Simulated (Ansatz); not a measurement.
`CB[BH][GaH2]` + `[NH2][Ga]([F])[F]` → `[F][Ga]([F])[NH][GaH2]` + `BBC` at 400 K and 1 bar (cleavage of the Ga–B bond).

Gas-phase electronic energies from Ansatz, PBE0-D4/def2-TZVP geometries. CCSD(T)/CBS is the MP2 limit (def2-TZVPP, def2-QZVPP) plus CCSD(T) − MP2 in def2-TZVPP, frozen cores. For Ga outer-core shells are correlated without core-valence functions, which leaves a few kJ/mol of doubt a bond. Scalar relativity is left out up to krypton. Each species was taken in one conformer, which may not be the lowest.

```
                 species  CCSD(T)/CBS energy (Eh)  H − E (kJ/mol)  S (J/(mol·K))
          `CB[BH][GaH2]`              -2015.73096           227.2          398.6
     `[NH2][Ga]([F])[F]`              -2179.54122           104.6          348.2
`[F][Ga]([F])[NH][GaH2]`              -4104.09173           124.4          419.2
                   `BBC`                -91.20122           202.7          317.4
```

H − E and S are ideal-gas, rigid-rotor, harmonic terms from PBE0-D4/def2-TZVP, for one conformer and one mirror image of each species. 1 Eh = 2625.50 kJ/mol, R = 8.31446 J/(mol·K).

Task: By hand: ΔE, ΔH, ΔS and ΔG.

Result: ΔE = (-4104.09173) + (-91.20122) − (-2015.73096) − (-2179.54122) = -0.02077 Eh = -54.5 kJ/mol. Δ(H − E) = 124.4 + 202.7 − 227.2 − 104.6 = -4.7, so ΔH = -59.2 kJ/mol. ΔS = 419.2 + 317.4 − 398.6 − 348.2 = -10.2 J/(mol·K). ΔG = -59.2 − 400 × (-10.2)/1000 = -55.1 kJ/mol.

Task: By hand: the equilibrium constant, and the temperature at which ΔG would vanish if ΔH and ΔS stayed fixed.

Result: log₁₀ K = −ΔG/(RT ln 10) = 7.2. ΔG = 0 at ΔH/ΔS = 5804 K, far beyond where these terms or the molecules hold.

The number of gas molecules stays the same, so ΔS is small and ΔH decides. A doubt of 5 kJ/mol in ΔE shifts log₁₀ K by 0.7 here. Other conformers and mirror images would add mixing entropy, several J/(mol·K) or more a flexible species. These are equilibria of isolated gas molecules and say nothing of rates. Largest T1 diagnostic: 0.014 (customary marks: 0.02 for closed shells, 0.045 for open ones).
